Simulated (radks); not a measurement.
The numbers below are computed, except where a source is named.
Species: the nickel ion Ni15+. Configuration: [Ne] 3s2 3p1. Level of theory: Dirac Kohn-Sham, LB94 model potential, spin-unpolarised, spherical densities, finite nucleus; open shells fill j = l - 1/2 first; Fermi nuclear charge, rms radius 3.7757 fm (a radial shooting solver on a logarithmic mesh with Libxc functionals). Some entries of the table are withheld. Estimate them.

orbital  occ.  eigenvalue (eV)  r(max) (bohr)
1s1/2       2        -8811.194        0.03539
2s1/2       2        -1509.656            (1)
2p1/2       2        -1388.471            (2)
2p3/2       4        -1370.302            (3)
3s1/2       2        -534.8329            (4)
3p1/2       1              (5)         0.5634
3p3/2       0              (6)         0.5688

Answer. 
(1) 2s1/2 r(max) (bohr): 0.2038
(2) 2p1/2 r(max) (bohr): 0.1618
(3) 2p3/2 r(max) (bohr): 0.1645
(4) 3s1/2 r(max) (bohr): 0.5810
(5) 3p1/2 eigenvalue (eV): -497.1906
(6) 3p3/2 eigenvalue (eV): -493.3607
